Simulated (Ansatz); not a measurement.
```yaml
crystal:
  periodic: [false, false, false]
  atoms:
    - {symbol: C, position_ang: [0.080547, 0.633882, -2.197625]}
    - {symbol: C, position_ang: [0.194648, 0.709231, -1.006576]}
    - {symbol: O, position_ang: [0.324850, 0.811445, 0.274210]}
    - {symbol: Si, position_ang: [-0.051535, -0.454086, 1.315913]}
    - {symbol: H, position_ang: [-0.017231, 0.576755, -3.253821]}
    - {symbol: H, position_ang: [0.237913, 0.086890, 2.659318]}
    - {symbol: H, position_ang: [0.805329, -1.618483, 0.994299]}
    - {symbol: H, position_ang: [-1.482321, -0.802735, 1.158582]}
basis:
  gaussian: {orbitals: pcseg-2}
total_charge: -1
magnetization: {spin_polarized: true, initial_magnetization: 1}
hamiltonian: {xc: {name: HF}}
correlation: {active_space: {window: {electrons: 2, orbitals: 1}}}
scf: {lower_state_search: full}
```

```sh
$ ansatz run in.yaml --threads 2 --pin off --events-out ev --progress --plain --max-ram 4352MiB
```

(1) How does Ansatz answer? (An estimate is asked.)

## Answers

(1) Computed: The program refused the input.
```
Error: invalid value for `correlation.active_space`: it starts from restricted Hartree–Fock orbitals; set hamiltonian.xc: hf without magnetization.spin_polarized
```
